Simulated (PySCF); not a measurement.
Gas-phase reaction: 2 SF₆ + SF₃ = 3 SF₅

Energies from PySCF, thermal terms from the rigid-rotor harmonic-oscillator model, ideal gas at 1 bar. The comparison is the NASA 1993 polynomial table, which mixes measured and estimated data. After a fit of one offset per element over all species, the range-separated, M06-2X, PBE0/def2-QZVP and CCSD(T)/def2-TZVPP enthalpies, where run, lie to one side of the table for SF₃ (+47 kJ/mol), SF₅ (+45 kJ/mol): a fault of the table's entry, another state or a shared error of the levels is possible; this was not checked at source. S°(298 K) at PBE0/def2-TZVP differs from the NASA 1993 table for SF₃ (+10 J/mol/K); whether the harmonic model or the table's entry is off was not settled. † marks an energy on the PBE0/def2-TZVP geometry and frequencies; other levels use their own. CCSD(T) freezes the core. 6-31G* has spherical d functions here. Open shells (unrestricted): SF₃ (multiplicity 2), SF₅ (multiplicity 2); the rest are closed-shell singlets. For this reaction the table lies outside the span of B3LYP, M06-2X, MP2, PBE0, r2SCAN, ωB97M-V, ωB97X-V in their largest bases here; which side is off was not settled. CCSD(T) isn't extrapolated to the basis-set limit. The harmonic model lacks anharmonicity and excited electronic states, which grow with temperature; levels with a mode under 35 cm⁻¹ are left out. The table's entry may be an old estimate for SF₃, SF₅ (not checked at source).

ΔH° and ΔS° at 298 K: table 219 kJ, 45 J/K; CCSD(T)/def2-SVP† 341 kJ, 44 J/K; HF/6-31G* 287 kJ, 43 J/K; PBE/def2-TZVP† 223 kJ, 44 J/K; r2SCAN/def2-TZVP† 236 kJ, 44 J/K.

Q: With the heat capacities included, give log10 K at 1200, 1400, 1800, 2000, 2500 K for each.

A: 
```tsv
T (K)	table	CCSD(T)/def2-SVP†	HF/6-31G*	PBE/def2-TZVP†	r2SCAN/def2-TZVP†
1200	-6.9	-12.3	-10.0	-7.2	-7.7
1400	-5.5	-10.1	-8.2	-5.7	-6.2
1800	-3.6	-7.3	-5.8	-3.9	-4.2
2000	-3.0	-6.3	-5.0	-3.2	-3.5
2500	-1.8	-4.5	-3.4	-2.0	-2.3
```
Ten kJ in ΔG° is worth 0.44 decades in K at 1200 K and 0.21 at 2500 K. Holding ΔH° and ΔS° at their 298 K values would give -2.2 (table), -4.8 (CCSD(T)/def2-SVP†), -3.7 (HF/6-31G*) at 2500 K.
